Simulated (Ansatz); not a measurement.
Saddle point of SiAsH$_{7}$SO, singlet (SiH₄SO ([OH][SiH2][SH]) + AsH₃ → SiAsH₅O ([OH][SiH2][AsH2]) + H₂S; bonds formed: Si1–As7, S2–H6; bonds broken: Si1–S2, H6–As7), PBE0-D4/def2-TZVP structure:

```
11
angstrom
Si 0.0191 -0.0186 -0.8395
S 1.4060 -1.3005 0.5359
H -0.9166 -1.1816 -0.6776
H 0.9106 1.1621 -0.6909
O -0.0850 0.1248 -2.4817
H 0.2322 -0.3062 1.0618
As -1.2894 0.9735 1.1081
H 2.3244 -0.3603 0.8186
H -0.6482 -0.5224 -2.9142
H -1.6822 -0.1665 2.0314
H -0.2710 1.5957 2.0482
```

Energies are electronic, without zero-point energy. Barriers and step energies count from the start structure reached by relaxing down the imaginary mode; all methods use the PBE0-D4 structures, on which another method's saddle can fall below an end. Program: Ansatz 0.2.0. Basis: def2-TZVPP, with def2-QZVPP for the basis limit. Cores are frozen in the correlated methods. Filled d shells of the heavier atoms are correlated. The def2 sets are not built for correlating such inner shells, so the correlated values are less sure here. B3LYP uses VWN-RPA correlation. Extrapolation: Hartree–Fock as exp(−7.88 √X), correlation as X^−2.97.

```
      method  barrier (eV)  step energy (eV)
       SPW92         1.463             0.439
      PBE-D4         1.760             0.420
     BLYP-D4         2.085             0.444
   r2SCAN-D4         1.982             0.455
      B97M-V             ?             0.503
     PBE0-D4         2.024             0.432
    B3LYP-D4         2.280             0.451
  r2SCAN0-D4         2.161             0.456
    BHLYP-D4         2.610             0.472
CAM-B3LYP-D4         2.466             0.462
     wB97X-V         2.451             0.459
     wB97M-V         2.372             0.469
      B2PLYP             ?             0.452
    PBE-QIDH         2.244             0.455
  RPA on PBE         2.402             0.429
          HF         3.425             0.484
         MP2             ?             0.467
        CCSD         2.596             0.443
     CCSD(T)         2.408             0.445
```

Question: Fill in the withheld barriers. (Judge from chemistry; the value comes from the calculation.)

Answer: The calculation gives: B97M-V 2.203; B2PLYP 2.374; MP2 2.269 eV. Each is the energy of the saddle less that of the start structure, by the same method.

For comparison, the barrier by CCSD(T) at an estimated basis limit (MP2 extrapolated from triple and quadruple zeta, plus CCSD(T) − MP2 in triple zeta) is 2.351 eV.

The T1 diagnostic stays at or below 0.013.

Labels in which every atom is bracketed show which atoms are joined, not bond orders.

For scale, one of the runs: CCSD(T)/def2-TZVPP, 261 basis functions, launched by `ansatz run in.yaml --threads 8 --pin off --events-out ev --progress --plain --max-ram 19148MiB`. Hardware: 8 CPU threads of an Intel Xeon Platinum 8259CL, shared host. Wall time 2.2 min; peak host memory 5.9 GiB.
